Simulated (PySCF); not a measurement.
# Reading the logs of faulty runs: AlCH7NSi

These are calculations, not measurements. They come from PySCF 2.14.0, an open-source quantum chemistry program, on an isolated molecule that a program drew, which may never have been made. The molecule is AlCH7NSi (charge 0, doublet), drawn as the SMILES string `N[C]([AlH2])[SiH3]`.

Each row is a Hartree-Fock (HF) and frozen-core CCSD(T) single point in the cc-pV(D+d)Z basis, meant for a local HF minimum. Run 1 is clean. Each other run has one planted mistake out of seven kinds, and not every kind appears here: one electron removed, one electron added, multiplicity raised by two, geometry at a saddle point, minimal basis STO-3G, one bond length entered in bohr, all coordinates scaled. The reference is restricted for singlets and unrestricted otherwise, and also for a bond in bohr. Adding or removing an electron swaps singlet and doublet. Electrons count all cores. HOMO and LUMO are orbital energies over both spins, the gradient is its largest component, and the lowest frequency (negative if imaginary) is given only where the gradient is small. Bond lengths are over the 10 bonds as drawn. T1 is the CCSD diagnostic: over 0.02 (restricted) or 0.045 (unrestricted) a single reference is doubtful.

Geometry of the clean run:
```xyz
11
AlCH7NSi, angstrom
N    -1.6735   -0.5270   -2.5328
C    -0.7390   -0.3843   -1.5218
Al    1.0428    0.2396   -1.9277
Si   -1.3720   -0.7066    0.2104
H    -1.3589   -0.5275   -3.4828
H    -2.4720   -1.1145   -2.3900
H     2.0807    0.5040   -0.7674
H     1.4244    0.4572   -3.4524
H    -0.2318   -0.8411    1.1447
H    -2.1744   -1.9605    0.2298
H    -2.2573    0.3825    0.6982
```

| run | electrons | basis functions | <S^2> | HOMO (eV) | LUMO (eV) | gradient (hartree/bohr) | lowest frequency (cm^-1) | mean bond (Å) | longest bond (Å) | T1 | HF (hartree) | CCSD(T) (hartree) | mistake |
|---|---|---|---|---|---|---|---|---|---|---|---|---|---|
| 1 | 47 | 109 | 0.759 | -7.79 | 1.08 | 3.2e-05 | 86 | 1.4810 | 1.931 | 0.0204 | -627.20656 | -627.74448 | no fault |
| 2 | 48 | 109 | 0.000 | -0.40 | 7.09 | 4.8e-02 | - | 1.4810 | 1.931 | 0.0160 | -627.17765 | -627.75908 | one electron added |
| 3 | 47 | 109 | 1.146 | -6.86 | 0.93 | 4.3e-02 | - | 1.6528 | 3.649 | 0.0626 | -627.10100 | -627.62882 | one bond length entered in bohr |
| 4 | 46 | 109 | 0.000 | -16.15 | -5.32 | 1.0e-01 | - | 1.4810 | 1.931 | 0.0203 | -626.96996 | -627.50201 | one electron removed |
| 5 | 47 | 109 | 3.778 | -4.31 | -2.18 | 1.0e-01 | - | 1.4810 | 1.931 | 0.0301 | -627.01334 | -627.54001 | ? |

**Which mistake was planted in run 5, and what did it cost?**

Electrons, basis and geometry are unchanged, and <S^2> is 3.778, beside S(S+1) = 3.75 for a multiplicity of 4. So the mistake is: multiplicity raised by two. Subtracting run 1 and multiplying by 627.51 kcal/mol a hartree, the energy moved by 121.2 kcal/mol in HF and 128.3 kcal/mol in CCSD(T).

Cautions from the logs. Run 3: T1 is over the limit, so its CCSD(T) energy is less reliable; run 4: T1 is over the limit, so its CCSD(T) energy is less reliable.
